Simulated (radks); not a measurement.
Values are calculated unless marked as measured or tabulated.
These are the eigenvalues of the occupied orbitals of an atom or ion with whole-number occupations (hartree). Level of theory: Dirac Kohn-Sham, LDA (Slater exchange, Perdew-Wang correlation), spin-unpolarised, spherical densities, finite nucleus; Fermi nuclear charge, rms radius of each element as measured or else 0.836 A^(1/3) + 0.57 fm (a radial shooting solver on a logarithmic mesh with Libxc functionals).

1s1/2: -2834.489
2s1/2: -532.5340
2p1/2: -512.2245
2p3/2: -452.5277
3s1/2: -158.7252
3p1/2: -149.6573
3p3/2: -136.4454
3d3/2: -121.2797
3d5/2: -118.4260
4s1/2: -64.75928
4p1/2: -60.87014
4p3/2: -57.06227
4d3/2: -50.70182
4d5/2: -49.91411

Which element is it, and in what charge state? The configuration may be excited. Open shells, if any, fill j = l - 1/2 first.

Answer. Z = 77, iridium, charge +32: Ir32+ in [Kr] 4d9. The list shows which subshells hold electrons but not how many an open one holds; the 1s level, -2834.5 hartree, gives Z - s = 75.3 by -(Z - s)^2/2, which with screening and relativity narrows Z to a few neighbours, and the depths of the outer levels then fix element, charge and occupations together.
